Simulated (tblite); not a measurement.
Species: C7H11P.
Numbering: `[CH2:1]=[CH:2][C:3]1=[C:4]([CH3:5])[PH:6][CH2:7][CH2:8]1` (hydrogens: H9, H10 on C1; H11 on C2; H12, H13, H14 on C5; H15 on P6; H16, H17 on C7; H18, H19 on C8)

Structure used (GFN2-xTB), in Å, numbered top down from 1:
```
atom  x, y, z in Å
C1     2.6668   -0.5930   -0.4545
C2     1.7202    0.2748   -0.1072
C3     0.3086   -0.0247    0.0040
C4    -0.6598    0.8911    0.1911
C5    -0.5344    2.3717    0.3267
P6    -2.3478    0.1711    0.2797
C7    -1.5922   -1.5203    0.4335
C8    -0.1795   -1.4451   -0.1456
H9     3.6995   -0.2959   -0.5219
H10    2.4556   -1.6217   -0.6902
H11    2.0066    1.2957    0.1079
H12   -0.9240    2.6855    1.2959
H13   -1.1372    2.8622   -0.4391
H14    0.4926    2.7146    0.2316
H15   -2.5102    0.1233   -1.1205
H16   -2.2137   -2.2743   -0.0507
H17   -1.5531   -1.7575    1.5014
H18   -0.1901   -1.6997   -1.2103
H19    0.4825   -2.1488    0.3606
```

Level: GFN2-xTB in tblite, geometry and Hessian alike; calculated harmonic values, unscaled, isolated species. Errors from tens to a few hundred cm⁻¹ against measured bands are possible. Modes of hydrogen on phosphorus can be 10 to 20 % off. One conformer, not necessarily the lowest.

Harmonic wavenumbers (cm⁻¹): 43.7, 94.1, 121.6, 130.3, 221.9, 281.4, 297.6, 415.6, 420.8, 443.8, 541.8, 653.1, 677.7, 690.4, 752.1, 819.3, 846.0, 859.7, 878.9, 971.3, 993.5, 1000.2, 1022.7, 1048.6, 1073.0, 1112.5, 1140.4, 1169.3, 1238.1, 1261.5, 1303.2, 1318.7, 1401.0, 1416.4, 1448.6, 1463.5, 1475.0, 1477.4, 1633.0, 1657.0, 2167.8, 2930.2, 2943.4, 2981.0, 2982.7, 2983.4, 3000.5, 3038.3, 3060.7, 3110.3, 3133.2.

A = 2699, B = 1372, C = 939.8 MHz; mass 126.060 u (most abundant isotopes); point group C1, symmetry number 1.

Q: What is the zero-point energy?

A: Half the sum of the wavenumbers: 34073 cm⁻¹ = 407.61 kJ/mol.

Q: Give the ideal-gas entropy at 500 K and 1 bar in the rigid-rotor, harmonic-oscillator model (classical rotation).

A: Translation 179.92, rotation 127.43, vibration 187.89: S = 495.2 J/(mol K).

Q: And Cp and H(500 K) − H(0)?

A: Cp = 230.91 J/(mol K), of which vibrations give 197.65 (their classical limit is 51 R = 424.0); H(500 K) − H(0) = 65.92 kJ/mol without the zero-point energy, 49.29 from vibrations.

Q: Which modes carry the vibrational entropy at 500 K?

A: 43.7 cm⁻¹: 25.56; 94.1 cm⁻¹: 19.20; 121.6 cm⁻¹: 17.09; 130.3 cm⁻¹: 16.52; 221.9 cm⁻¹: 12.18; 281.4 cm⁻¹: 10.29 J/(mol K); the other 45 give 87.05 together.

Q: How do the functions run with temperature in this model?

A: 
```json
{"T (K)": "100", "S (J/(mol K))": "284.7", "Cp (J/(mol K))": "72.1", "H − H(0) (kJ/mol)": "5.16", "G − H(0) (kJ/mol)": "-23.30", "ln q(vib)": "1.50"}
{"T (K)": "200", "S (J/(mol K))": "345.9", "Cp (J/(mol K))": "109.5", "H − H(0) (kJ/mol)": "14.21", "G − H(0) (kJ/mol)": "-54.97", "ln q(vib)": "3.76"}
{"T (K)": "300", "S (J/(mol K))": "398.2", "Cp (J/(mol K))": "152.1", "H − H(0) (kJ/mol)": "27.26", "G − H(0) (kJ/mol)": "-92.21", "ln q(vib)": "6.04"}
{"T (K)": "800", "S (J/(mol K))": "622.0", "Cp (J/(mol K))": "307.8", "H − H(0) (kJ/mol)": "147.76", "G − H(0) (kJ/mol)": "-349.88", "ln q(vib)": "17.75"}
{"T (K)": "1000", "S (J/(mol K))": "694.5", "Cp (J/(mol K))": "341.0", "H − H(0) (kJ/mol)": "212.81", "G − H(0) (kJ/mol)": "-481.68", "ln q(vib)": "22.19"}
```

q(vib) and H(0) count from the zero-point level.

Q: What must be added to the electronic energy to get the Gibbs energy at 500 K and 1 bar?

A: ZPE + [H(500 K) − H(0)] − T·S = 407.61 + 65.92 − 247.62 = 225.91 kJ/mol.

Q: Blend soft modes into free rotors: weight 1/[1 + (100 cm⁻¹/ν̃)⁴] for the oscillator and the rest for a rotor with moment μB/(μ + B), μ = h/(8π²ν), B = 10⁻⁴⁴ kg m². What vibrational entropy results?

A: 175.28 J/(mol K) in place of 187.89, which changes −T·S at 500 K by +6.31 kJ/mol.

Hindered rotation and anharmonicity are outside this model. Other conformers, if any are populated, would add a mixing term that is left out. The structure is chiral; the term R ln 2 for an equal mix with its mirror image is left out.

Hardware: one thread of an Arm Neoverse V2, shared host. This covers the Hessian and the dipole derivatives.
